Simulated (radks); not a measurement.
Species: Ba3+. Configuration: [Kr] 4d10 5s2 5p5.

All-electron calculation, scalar-relativistic Kohn-Sham, BP86, spin-polarised, spherical densities, finite nucleus; open shells are filled with parallel spins first (spin-orbit coupling, left out, can overturn this in heavy ions); Fermi nuclear charge, rms radius 4.8378 fm. Program: a radial shooting solver on a logarithmic mesh with Libxc functionals.

Energy parts (Ry):
part                       energy
total                 -16269.2922
kinetic                17173.7688
electron-nucleus      -39263.4245
Hartree                 6216.4683
exchange-correlation    -396.1048

Orbitals (lengths in bohr, moments of r in powers of bohr; <r^-3> diverges for s and p1/2; r(90%) holds 90 % of the orbital's charge):
orbital,occ.,eigenvalue (Ry),r(90%),<r^-3>
1s up,1,-2740.694,0.0461,-
1s down,1,-2740.689,0.0461,-
2s up,1,-434.8093,0.170,-
2s down,1,-434.8071,0.170,-
2p up,3,-390.1287,0.157,7028
2p down,3,-390.1250,0.157,7028
3s up,1,-93.29252,0.429,-
3s down,1,-93.28888,0.429,-
3p up,3,-78.96518,0.434,1382
3p down,3,-78.96103,0.434,1382
3d up,5,-58.14500,0.417,189.9
3d down,5,-58.14101,0.417,189.9
4s up,1,-19.82220,0.968,-
4s down,1,-19.81402,0.968,-
4p up,3,-15.19836,1.04,289.2
4p down,3,-15.18995,1.04,289.2
4d up,5,-8.48280,1.20,31.98
4d down,5,-8.47150,1.20,32.03
5s up,1,-4.28728,2.29,-
5s down,1,-4.22885,2.29,-
5p up,3,-3.13456,2.64,43.37
5p down,2,-3.07458,2.65,43.37

The highest occupied level is 5p down at -41.832 eV. Spin moment in Bohr magnetons: 1. The electron density at the nucleus is 3.345e+05 e/bohr^3 (large components only). For comparison, the ionisation energy in NIST's Atomic Spectra Database is 47.0 eV (semi-empirical). In exact Kohn-Sham theory the highest level is minus the ionisation energy, but local and semilocal functionals leave it too shallow, through self-interaction and a potential that decays too fast; potentials with the right tail come closer. The density falls to 0.001 e/bohr^3 at r = 3.55 bohr. The spin density at the nucleus is -0.9163 e/bohr^3 (1s -0.2848, 2s 0.0724, 3s 0.0582, 4s 0.1888, 5s -0.9509).
